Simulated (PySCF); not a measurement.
C2H3O3, SMILES COC([O])=O (connectivity only; charge and spin as stated), charge -1, multiplicity 1.

The structure is a stationary point at B3LYP-D3(BJ)/def2-SVPD. The multiplicity is an assumed one; other spin states were not compared. The isomer is the one that the SMILES or the coordinates give; other isomers of the formula were not compared.

Calculation: PBE/def2-SVPD (PySCF).

Symmetry labels are those of the subgroup Cs that the program uses (full group Cs).

Computed valence orbital energies around the gap with their symmetry:
```json
[
 {"orbital": "HOMO−7", "symmetry": "A'", "energy (eV)": "-5.56"},
 {"orbital": "HOMO−6", "symmetry": "A\"", "energy (eV)": "-4.53"},
 {"orbital": "HOMO−5", "symmetry": "A'", "energy (eV)": "-4.49"},
 {"orbital": "HOMO−4", "symmetry": "A'", "energy (eV)": "-3.21"},
 {"orbital": "HOMO−3", "symmetry": "A\"", "energy (eV)": "-1.46"},
 {"orbital": "HOMO−2", "symmetry": "A'", "energy (eV)": "-1.01"},
 {"orbital": "HOMO−1", "symmetry": "A\"", "energy (eV)": "-0.76"},
 {"orbital": "HOMO", "symmetry": "A'", "energy (eV)": "-0.01"},
 {"orbital": "LUMO", "symmetry": "A'", "energy (eV)": "3.81"},
 {"orbital": "LUMO+1", "symmetry": "A'", "energy (eV)": "4.83"},
 {"orbital": "LUMO+2", "symmetry": "A'", "energy (eV)": "5.34"},
 {"orbital": "LUMO+3", "symmetry": "A\"", "energy (eV)": "5.85"}
]
```
